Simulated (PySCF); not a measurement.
Ligand exchange on a metal centre used in film growth or etching (Ta F-OH). Gas-phase values, no solvent. One relaxed conformer stands for each flexible species; it need not be the lowest.

The HOMO from two functionals at the same geometries (r2SCAN-D4/def2-SVP), both in PySCF: PBE-D3(BJ)/def2-TZVP and B3LYP-D3(BJ)/def2-TZVP. B3LYP has the VWN-RPA correlation part, as in Gaussian. 

```csv
species,B3LYP-D3(BJ)/def2-TZVP (eV)
1 of 5 F replaced by OH ([Ta(F)4(OH)]),-10.36
2 of 5 F replaced by OH,-9.94
3 of 5 F replaced by OH,-9.35
4 of 5 F replaced by OH,-9.01
5 of 5 F replaced by OH,-8.30
```

What does PBE-D3(BJ)/def2-TZVP give for each?


- 1 of 5 F replaced by OH ([Ta(F)4(OH)]): -8.82
- 2 of 5 F replaced by OH: -8.43
- 3 of 5 F replaced by OH: -7.85
- 4 of 5 F replaced by OH: -7.52
- 5 of 5 F replaced by OH: -6.89
Over these rows, drawn at random from the members with no instability flagged (it was tested for open shells, ions and some series alone), PBE minus B3LYP-D3(BJ): mean +1.49 eV, from +1.42 eV to +1.54 eV.
